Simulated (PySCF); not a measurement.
## Magnetisability: SMILES C#CC/C(=C\B)C(B)=C, C₇H₁₀B₂

Geometry:
```
atom   x (Å)   y (Å)   z (Å)
  B1  -2.161  -0.530  -1.125
  C2  -0.590  -0.526  -1.113
  C3   0.218  -0.005  -0.183
  C4  -0.432   0.655   1.030
  C5  -1.856   0.612   0.847
  C6  -2.992   0.433   0.463
  C7   1.681  -0.074  -0.238
  B8   2.419  -0.405  -1.566
  C9   2.438   0.243   0.830
 H10  -2.660   0.158  -1.943
 H11  -2.666  -1.575  -0.913
 H12  -0.113  -1.011  -1.959
 H13  -0.092   1.692   1.124
 H14  -0.164   0.115   1.944
 H15  -4.043   0.446   0.414
 H16   3.455  -0.945  -1.530
 H17   1.990  -0.051  -2.593
 H18   2.044   0.614   1.763
 H19   3.512   0.163   0.787
```

Theory: GIAO BHandHLYP/pcSseg-1 magnetisability, rotational g tensor and spin-rotation constants, non-relativistic, gas phase (PySCF 2.14.0). Geometry: GFN2-xTB.

Problem. How diamagnetic is it, and how anisotropic?

Solution. Isotropic -1169 × 10⁻³⁰ J/T², or -70.4 × 10⁻⁶ cm³/mol; principal values -1440, -1092, -974 × 10⁻³⁰ J/T², anisotropy 420 × 10⁻³⁰ J/T² (root of half the summed squared differences of the principal values). The susceptibility is in cgs units.

Problem. Split it along the inertial axes a, b, c into diamagnetic and paramagnetic parts about the centre of mass, with the quadrupole moment.

Solution. 
```
axis  χ (10⁻⁶ cm³/mol)  diamagnetic (10⁻⁶ cm³/mol)  paramagnetic (10⁻⁶ cm³/mol)  summed x² of all electrons (Å²)  quadrupole Θ (D Å)
   a             -63.2                      -462.7                        399.4                            257.8               +5.71
   b             -63.8                     -1170.3                       1106.5                             91.0               +0.29
   c             -84.1                     -1479.6                       1395.5                             18.1               -6.01
```
Anisotropies 2χaa − χbb − χcc = +21.4 and 2χbb − χaa − χcc = +19.7 × 10⁻⁶ cm³/mol. Θ is traceless in Buckingham's convention.

Problem. And the rotational g tensor?

Solution. 
| axis | rotational constant (GHz) | g | nuclear part | electronic part |
| --- | --- | --- | --- | --- |
| a | 3.6399 | -0.0673 | 0.6157 | -0.6830 |
| b | 1.1258 | -0.0188 | 0.5664 | -0.5852 |
| c | 0.8790 | -0.0048 | 0.5715 | -0.5763 |

Asymmetric top; isotopes 11B, 12C, 1H; no vibrational averaging.
